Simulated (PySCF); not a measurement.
## Oxygen: a sound run and one with changed settings

Sound run: O⁺ [He] 2s2 2p3, O²⁺ [He] 2s2 2p2. All numbers are calculated (PySCF 2.14, no relativity, point nucleus, in cc-pVTZ (4s3p2d1f, 30 functions)). The sound run starts from symmetry-adapted Hartree-Fock orbitals and uses a fine grid where one is needed.

A second run was set up differently.

| species | method | sound run (hartree) | changed run (hartree) | converged |
| --- | --- | --- | --- | --- |
| O⁺ | UHF | -74.37037 | -74.37037 | yes |
| O⁺ | LDA | -74.00942 | -74.03147 | yes |
| O⁺ | TPSS | -74.58675 | -74.61597 | yes |
| O²⁺ | UHF | -73.10003 | -73.10003 | yes |
| O²⁺ | LDA | -72.70195 | -72.72521 | yes |
| O²⁺ | TPSS | -73.29108 | -73.29628 | yes |

Ionisation energy of O⁺:

```tsv
method	sound run (eV)	changed run (eV)
UHF	34.568	34.568
LDA	35.578	35.545
TPSS	35.257	35.910
```

Task: What was changed?
A. all electrons correlated in a valence basis
B. basis contracted for another Hamiltonian
C. radial grid too coarse
D. level shift left on

Result: C. It used radial step 0.8 in ln r (0.13 in the sound run). A coarse radial grid mis-integrates the density and the exchange-correlation energy, with errors of either sign; Hartree-Fock needs no grid.
